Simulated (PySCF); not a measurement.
# Cobalt: a sound run and one with changed settings

Sound run: Co [Ar] 3d7 4s2, Co+ [Ar] 3d8. All numbers are calculated (PySCF 2.14, the non-relativistic Hamiltonian (point nucleus), in cc-pVTZ (7s6p4d2f1g, 68 functions)). The sound run starts from symmetry-adapted Hartree-Fock orbitals and uses a fine grid where one is needed.

A second run was set up differently.

| species | method | sound run (hartree) | changed run (hartree) | converged |
| --- | --- | --- | --- | --- |
| Co | UHF | -1381.42514 | -1381.42514 | yes |
| Co | MN15 | -1382.88823 | -1382.89768 | yes |
| Co | r2SCAN | -1382.72104 | -1383.75636 | yes |
| Co+ | UHF | -1381.13666 | -1381.13666 | yes |
| Co+ | MN15 | -1382.64275 | -1382.52372 | yes |
| Co+ | r2SCAN | -1382.44948 | -1383.94812 | yes |

Ionisation energy of Co:

```csv
method,sound run (eV),changed run (eV)
UHF,7.850,7.850
MN15,6.680,10.176
r2SCAN,7.390,-5.218
```

(1) What was changed?
A. angular grid far too coarse
B. a valence shell is frozen
C. too few SCF iterations
D. basis contracted for another Hamiltonian

Results:

(1) A. It used 14 angular points. A coarse angular grid integrates products of high-l functions wrongly, so density functionals can shift, and the SCF can exploit the error; Hartree-Fock and MP2 need no grid. A negative ionisation energy or a positive MP2 energy shows that the occupation asked for is not the lowest one in this basis.
